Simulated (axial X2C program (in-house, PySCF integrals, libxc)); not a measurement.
# Spin–orbit effects along a row: molecules with O (ions), HF

All values come from calculations with an axial X2C code built on PySCF integrals, spin-free (one-electron X2C) or two-component (2c: spin–orbit coupling with atomic mean-field Coulomb and Gaunt terms, which also bring small scalar terms), in Dyall basis sets with cores contracted in-house; open shells are unrestricted.

Basis sets: B dyall-av3z, Be dyall-av3z, F dyall-av3z, Li dyall-av3z, N dyall-av3z, O dyall-av3z.

```tsv
molecule	spin-free state	Re (Å)	ωe (cm⁻¹)	De (eV)	2c state	Re 2c (Å)	ωe 2c (cm⁻¹)	De 2c (eV)
LiO⁻	M_S = 1, Λ = 1	1.730	732.9	n/a	Ω = 2	1.731	732.7	n/a
BeO⁻	M_S = 1/2, Λ = 0	1.340	1517.2	n/a	Ω = 1/2	1.340	1517.0	n/a
BO⁻	M_S = 0, Λ = 0	1.216	1861.3	n/a	Ω = 0	1.216	1861.4	n/a
NO⁻	M_S = 1, Λ = 0	1.240	1561.6	2.52	Ω = 1	1.240	1561.4	2.52
OF⁻	M_S = 0, Λ = 0	1.476	814.6	-1.15	Ω = 0	1.476	814.5	-1.15
```

Fragments in 2c: O + Li-, O + Be-, O + B-, O- + N, F- + O. Each entry is the lowest single determinant of a limited PBE0 search at one distance. De goes to single-determinant-based atoms at the same level (for ions the charge split of lowest energy) and is withheld (n/a) where an atom does not fit its ground term or J level. Main or longest-lived isotopes. One determinant is a doubtful description, or other states lie close, for LiO⁻, BeO⁻, NO⁻; these need not be ground states, and all values refer to the states named. Some open-shell Ω = 0 determinants are out of reach, so the Ω given for LiO⁻, NO⁻ need not be the lowest component. With several unpaired electrons the Ω given is that of one determinant, not necessarily of the lowest component. Some light 2c atoms are not at their ground J level, so De misses part of their lowering (0.04 eV or less).
